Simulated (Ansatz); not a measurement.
`[SiH3]C[SiH2]I` + H₂ → `[SiH3]I` + `C[SiH3]`  (hydrogenolysis of the Si–C bond)

Program: Ansatz. Geometries: PBE0-D4/def2-TZVP. ΔE: electronic, gas phase. CBS: MP2 limit from def2 TZ/QZ plus the TZ coupled-cluster correction, frozen cores. This one scheme is used for every species. DFT in def2-TZVPP. B3LYP here is the variant with VWN-RPA as its local correlation; programs differ in this. def2 core potentials past Kr. For I outer-core shells are correlated without core-valence functions, which leaves a few kJ/mol of doubt a bond. One conformer a species, not always the lowest.

| level | ΔE (kJ/mol) | difference from CCSD(T)/CBS |
| --- | --- | --- |
| PBE0-D4 | -9.4 | -2.5 |
| B3LYP-D4 | -12.3 | -5.4 |
| ωB97M-V | -9.9 | -3.0 |
| B2PLYP | -18.2 | -11.3 |
| PBE | -15.9 | -9.0 |
| r2SCAN | -10.5 | -3.6 |
| PBE0 | -17.6 | -10.7 |
| HF/def2-TZVPP | -38.9 | -32.0 |
| SCS-MP2/def2-QZVPP | -8.9 | -2.0 |
| HF/CBS(def2) | -38.9 | -32.0 |
| CCSD(T)/CBS | -6.9 | 0 |

Largest T1 diagnostic among the species: 0.010.

In def2-TZVPP, CCSD(T) changes the Hartree–Fock value by +28.6 kJ/mol (the triples alone add +5.6 kJ/mol) and MP2 by +36.7 kJ/mol. The D4 term adds +14.5 kJ/mol with B3LYP and +8.2 kJ/mol with PBE0; it sums over pairs of atoms, weighted by their polarisabilities, and B3LYP, whose exchange is more repulsive, gets the larger term.
